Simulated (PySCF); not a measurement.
## Orbital picture of HgS

PW91 at R = 2.528 Å; PySCF, scalar-relativistic core potentials, basis sets Hg def2-TZVPP with ECP60, S def2-TZVPP. State: ³Π (triplet), unpaired electrons σ ↑, π ↑. Only the outer orbitals are listed, counted within each symmetry, core potentials removing the inner ones.

| spin | orbital | occ. | ε (eV) | on Hg (%) | main shells (%) |
| --- | --- | --- | --- | --- | --- |
| α | 8σ | 1 | -8.66 | 60 | 52 Hg s, 39 S p |
| α | 4π | 1 | -7.54 | 4 | 96 S p |
| α | 4π | 1 | -6.34 | 4 | 96 S p |
| α | 9σ | 1 | -5.77 | 58 | 44 Hg s, 42 S p, 11 Hg p |
| α | 5π | 0 | -1.49 | 98 | 98 Hg p |
| α | 5π | 0 | -1.35 | 97 | 97 Hg p |
| α | 10σ | 0 | -0.22 | 100 | 96 Hg p |
| β | 8σ | 1 | -8.09 | 68 | 64 Hg s, 30 S p |
| β | 4π | 1 | -5.83 | 5 | 95 S p |
| β | 4π | 0 | -5.41 | 6 | 94 S p |
| β | 9σ | 0 | -4.68 | 48 | 52 S p, 34 Hg s, 12 Hg p |
| β | 5π | 0 | -1.14 | 96 | 96 Hg p |

Q: Which are the highest filled and the lowest empty level, where do they sit, and how wide is the gap?

A: Highest filled α 9σ at -5.77 eV (in %: 44 Hg s, 42 S p, 11 Hg p); lowest empty β 4π at -5.41 eV (in %: 94 S p); the gap at PW91 is 0.36 eV.

The bond order (Mayer) is 0.85. The ⟨S²⟩ is 2.006. The charge on Hg (Mulliken, basis-dependent) is 0.19 and the charge on Hg (Löwdin, basis-dependent) is 0.01. The dipole moment (positive dipole means Hg(−)S(+)) is -1.40 D.

Spin–orbit coupling is left out. The state was picked by a PBE0 search and need not be the measured ground state.
